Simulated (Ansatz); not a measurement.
Consider the formal exchange of groups at a C–N bond: `C[NH][Zr]([NH]C)([NH]C)[N](C)C` + `CCCl` → `CCCCl` + `C[NH][Zr]([NH]C)([NH]C)[NH]C`.

Calculated with Ansatz (gas phase, PBE0-D4/def2-TZVP geometries, no zero-point term in ΔE). CCSD(T)/CBS is the MP2 limit (def2-TZVPP, def2-QZVPP) plus CCSD(T) − MP2 in def2-TZVPP, frozen cores. Functionals use def2-TZVPP. B3LYP here is the variant with VWN-RPA as its local correlation; programs differ in this. Elements past krypton have def2 core potentials. For Zr outer-core shells are correlated without core-valence functions, which leaves a few kJ/mol of doubt a bond. Each species was taken in one conformer, which may not be the lowest.

(1) Is it downhill or uphill in electronic energy at CCSD(T)/CBS, and by how much? (Best estimate.)

(2) What do these levels give: B97M-V, r2SCAN0-D4, B3LYP, BHLYP, SCS-MP2/def2-QZVPP, MP2/CBS(def2)? (Best estimate.)

Largest T1 diagnostic among the species: 0.015.

Results:

(1) Ansatz gave: Downhill: ΔE = -0.23 eV.

(2) Computed: B97M-V -0.22, r2SCAN0-D4 -0.23, B3LYP -0.27, BHLYP -0.28, SCS-MP2/def2-QZVPP -0.22, MP2/CBS(def2) -0.22 eV.

Leaving LDA and LC-ωPBE aside and taking each functional with its dispersion term where it has one, the values, not all of them listed here, spread over 0.06 eV, from ωB97M-V to revPBE-D4. LDA lies +0.05 eV from PBE without D4. At CCSD(T), def2-SVP lies +0.05 eV from the extrapolated value and def2-TZVPP +0.03 eV. The D4 term adds +0.06 eV with B3LYP and +0.04 eV with PBE0; it sums over pairs of atoms, weighted by their polarisabilities, and B3LYP, whose exchange is more repulsive, gets the larger term.
